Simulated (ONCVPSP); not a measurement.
What one change does to a pseudopotential (lithium (Li), ONCV)

| Property | Result |
| --- | --- |
| Element | lithium (Li) |
| Generator | ONCVPSP 4.0.1 |
| Type | optimised norm-conserving Vanderbilt (ONCV) |
| Functional | LDA (Perdew-Wang 92) |
| Relativity | scalar-relativistic |
| Frozen core | [He] |
| Valence charge | 1 |
| Reference configuration | 2p1 |
| Partial waves | s scattering state at 0.05 Ha: rc 3.25 bohr, ncon 4, nbas 9, qcut 2.5 1/bohr, 3 projectors, debl 1.5 Ha; 2p: rc 4.00 bohr, ncon 4, nbas 8, qcut 2.1 1/bohr, 2 projectors, debl 1 Ha; d scattering state at 0.22 Ha: rc 3.55 bohr, ncon 5, nbas 9, qcut 2.9 1/bohr, 2 projectors, debl 2.8 Ha |
| Local potential | polynomial inside 3.20 bohr (lpopt 3, dvloc0 0 Ha) |
| Core correction | Teter function, fcfact 4.75, rcfact 1.2 |

Change: s: qcut 2; p: qcut 1.7; d: qcut 2.3.

Cutoffs: the cutoffs (Ha) at which the residual kinetic energy of the hardest occupied pseudo-wave falls to 1 and 0.1 mHa per electron; they do not see the model core or the augmentation charge, which bear on the density cutoff. Errors are all-electron minus pseudo energies relative to the spin-unpolarised reference configuration.

What does the change do?

The potential gets harder (1.6 Ha and 2.9 Ha → 1.6 Ha and 9.0 Ha); a bound ghost appears in d, which as a rule spoils a file.

```tsv
quantity	base	changed
cutoff, loose	1.6 Ha	1.6 Ha
cutoff, tight	2.9 Ha	9.0 Ha
bound ghosts	none	d
GHOST(+) flags under 300 eV	none	d at 84.2 eV, d at 219.1 eV
error for 2s1 2p0, meV [ΔE -1.75 eV]	-10.0	-15
error for 2s0.5 2p0, meV [ΔE 0.29 eV]	+3.8	+5.8
s: phases at 3.30 bohr within 0.05 rad from the reference energy up to (Ha; the scan ends near 5)	to the end of the scan	to the end of the scan
p: phases at 4.07 bohr within 0.05 rad from the reference energy up to (Ha; the scan ends near 5)	0.4	0.4
d: phases at 3.61 bohr within 0.05 rad from the reference energy up to (Ha; the scan ends near 5)	1.4	0.4
rms error of d²Exc/dni dnj with the model core, mHa	1.61	1.71
```

Base: The cutoffs count occupied waves only; projector 2 of the d channel, the hardest unoccupied one, needs 22 Ha at the loose tolerance. Changed file: The cutoffs count occupied waves only; projector 2 of the d channel, the hardest unoccupied one, needs 31 Ha at the loose tolerance. A true bound ghost makes a file unfit for plane-wave use even where its test errors are small: the radial tests pick states by their node count and pass the ghost by.
